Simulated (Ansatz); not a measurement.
Species: CH₅NSi₂, SMILES `C1=N[SiH2][SiH2]1` (charge 0, multiplicity 1).

Task: Give a relaxed geometry from Ansatz (a program for electronic structure) with B3LYP-D3(BJ)/def2-TZVP.

Result: the end point of this relaxation (outside a Z-matrix the atoms follow the SMILES, hydrogens last).
Z-matrix (Å, degrees):
```
Si
H 1 1.4858
H 1 1.4858 2 107.93
C 1 1.9238 2 115.47 3 -130.91
N 4 1.2861 1 108.94 2 -116.40
H 4 1.0967 5 119.60 1 -180.00
Si 5 1.7975 4 103.88 6 -180.00
H 7 1.4821 5 112.28 4 -118.66
H 7 1.4821 8 108.58 5 124.74
```
